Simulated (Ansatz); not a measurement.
C$_{2}$H$_{6}$ClNSi (`C[Si]1(Cl)CN1`). Charge 0, multiplicity 1. All single points use the PBE0-D4/def2-TZVP geometry.

```xyz
11

C    -1.543   -0.588   -0.363
Si   -0.178    0.365    0.443
Cl   -0.964    1.625    1.850
C     1.431    0.675   -0.350
N     1.341   -0.293    0.802
H    -2.280    0.088   -0.801
H    -2.054   -1.216    0.370
H    -1.136   -1.225   -1.151
H     2.055    1.543   -0.152
H     1.607    0.247   -1.338
H     1.721   -1.219    0.692
```

(1) What is the dipole moment at B3LYP/def2-TZVPP? (An estimate is asked.)

(2) And with PBE, r2SCAN, ωB97M-V? (An estimate is asked.)

(3) Give the Mulliken charges with B3LYP, ωB97M-V, r2SCAN in def2-TZVPP. (Best estimate.)

## Answers

(1) The calculation gave: 2.68 D, with components (-0.63, -1.74, -1.95) D in this frame, pointing from negative to positive charge.

(2) Ansatz gave: PBE 2.61 D, r2SCAN 2.69 D, ωB97M-V 2.70 D.

(3) Ansatz gave: 
```json
{"atom": "C1", "B3LYP": "-0.38", "ωB97M-V": "-0.43", "r2SCAN": "-0.32"}
{"atom": "Si2", "B3LYP": "0.54", "ωB97M-V": "0.52", "r2SCAN": "0.58"}
{"atom": "Cl3", "B3LYP": "-0.24", "ωB97M-V": "-0.20", "r2SCAN": "-0.24"}
{"atom": "C4", "B3LYP": "-0.21", "ωB97M-V": "-0.27", "r2SCAN": "-0.17"}
{"atom": "N5", "B3LYP": "-0.36", "ωB97M-V": "-0.33", "r2SCAN": "-0.38"}
{"atom": "H6", "B3LYP": "0.11", "ωB97M-V": "0.13", "r2SCAN": "0.09"}
{"atom": "H7", "B3LYP": "0.11", "ωB97M-V": "0.13", "r2SCAN": "0.08"}
{"atom": "H8", "B3LYP": "0.11", "ωB97M-V": "0.12", "r2SCAN": "0.08"}
{"atom": "H9", "B3LYP": "0.10", "ωB97M-V": "0.11", "r2SCAN": "0.07"}
{"atom": "H10", "B3LYP": "0.09", "ωB97M-V": "0.11", "r2SCAN": "0.07"}
{"atom": "H11", "B3LYP": "0.13", "ωB97M-V": "0.11", "r2SCAN": "0.14"}
```

B3LYP here is the variant with VWN-RPA as its local correlation; programs differ in this.
